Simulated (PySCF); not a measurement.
Planning a shielding job on `C1=C[C@H]2CC[C@@H]1CC2`.

Method: GIAO PBE0/pcSseg-1 NMR shielding, non-relativistic, gas phase (PySCF 2.14.0, density-fitted response routines). Geometry: GFN2-xTB, MD frame at 425 fs, 300 K. Work: shieldings, ring-centre shieldings, density fitting. The input is one job of a driver script: a line of settings, then coordinates in Å.

Command:
```bash
OMP_NUM_THREADS=1 python probes_run.py task.json out
```

Input:
```
{"job": {"kind": "nmr", "xc": "PBE0", "basis": "pcSseg-1", "pop": false}, "charge": 0, "multiplicity": 1}
C     -0.932800    -1.548200     0.081200
C     -0.318800    -0.870000    -0.889000
C      0.243000     0.490900    -0.481600
C     -0.873200     1.301500     0.258100
C     -1.343900     0.548800     1.495700
C     -0.768000    -0.874400     1.462500
C      0.754300    -0.828600     1.623400
C      1.360100     0.155200     0.558000
H     -1.262000    -2.606400    -0.070200
H     -0.350500    -1.108800    -1.948200
H      0.647000     0.986500    -1.299400
H     -1.727000     1.539100    -0.397300
H     -0.454700     2.277500     0.461400
H     -0.947800     1.099700     2.385400
H     -2.428100     0.457100     1.571600
H     -1.209800    -1.545100     2.277300
H      1.062500    -0.537400     2.606900
H      1.187800    -1.843200     1.490100
H      2.280200    -0.295400     0.162900
H      1.722300     1.145800     1.017800
```

Hardware: Intel Xeon at 2.70 GHz, one thread (shared host). PySCF's memory limit was set to 1200 MB.

Task: How large is the basis?

Result: 196 functions for 60 electrons, with 1008 fitting functions; the fitted three-index integrals, 1008 × 196 × 197/2 numbers of 8 bytes, come to 150 MiB.

Task: How long does the run take?

Result: About 61 s. The SCF took 14 cycles.

Task: How much memory does it need at the peak?

Result: About 0.88 GiB. Peak memory is the resident size of the whole Python process, interpreter and libraries included.

Task: At this speed, how long would 5000 such jobs take on 8 cores, one job a core?

Result: 5000/8 gives 625 rounds of 61 s, about 11 h of wall time and 85 core-hours, if the jobs don't slow each other.

The SCF part of the output:
```
coarse grid: 16128 points
cycle   1  E = -311.5243385949  dE =  9.648e-01  |g| = 4.018e-01  |ddm| = 3.955e+00
cycle   2  E = -311.5060441446  dE =  1.829e-02  |g| = 5.023e-01  |ddm| = 9.077e-01
cycle   3  E = -311.5703730639  dE = -6.433e-02  |g| = 5.315e-02  |ddm| = 5.562e-01
cycle   4  E = -311.5708715944  dE = -4.985e-04  |g| = 1.951e-02  |ddm| = 6.835e-02
cycle   5  E = -311.5709394697  dE = -6.788e-05  |g| = 9.789e-03  |ddm| = 2.379e-02
cycle   6  E = -311.5709614259  dE = -2.196e-05  |g| = 2.831e-03  |ddm| = 9.893e-03
cycle   7  E = -311.5709634410  dE = -2.015e-06  |g| = 1.989e-04  |ddm| = 2.483e-03
final grid: 154128 points
cycle   8  E = -311.6215495502  dE = -4.858e-05  |g| = 8.950e-03  |ddm| = 4.828e-02
cycle   9  E = -311.6215322259  dE =  1.732e-05  |g| = 1.243e-02  |ddm| = 2.110e-02
cycle  10  E = -311.6215706046  dE = -3.838e-05  |g| = 5.534e-04  |ddm| = 1.248e-02
cycle  11  E = -311.6215706625  dE = -5.790e-08  |g| = 2.395e-04  |ddm| = 7.513e-04
cycle  12  E = -311.6215706750  dE = -1.255e-08  |g| = 8.048e-05  |ddm| = 2.590e-04
cycle  13  E = -311.6215706762  dE = -1.228e-09  |g| = 3.798e-05  |ddm| = 9.575e-05
cycle  14  E = -311.6215706766  dE = -3.680e-10  |g| = 1.798e-06  |ddm| = 3.520e-05
converged SCF energy = -311.6215706766
```

On the final grid dE counts from the start density on that grid.

Other jobs ran on the host; a repeat could differ by tens of per cent or more.
